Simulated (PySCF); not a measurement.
## Working out the excitation energy of Mo

Mo [Kr] 4d5 5s1 (7S) → Mo [Kr] 4d4 5s2 (5D). Computed with PySCF 2.14 in def2-TZVPPD with the def2 core potential (28 electrons), with scalar relativity through the core potential. Frozen: 4s2 4p6. Energies in hartree (1 hartree = 27.21139 eV):

```csv
part,Mo (lower),Mo (upper)
UHF,-67.566616,-67.485942
CCSD correlation,-0.085036,-0.104233
(T),-0.002105,-0.005302
```

Problem. What does Hartree-Fock give?

Solution. (-67.485942) − (-67.566616) = 0.080674 hartree = 2.195 eV.

Problem. What do CCSD and CCSD(T) give?

Solution. The CCSD correlation energies differ by -0.019197 hartree = -0.522 eV and the triples by -0.003197 hartree = -0.087 eV, so CCSD gives 1.673 eV and CCSD(T) 1.586 eV.

The coupled-cluster amplitudes are large, so a single reference is strained.
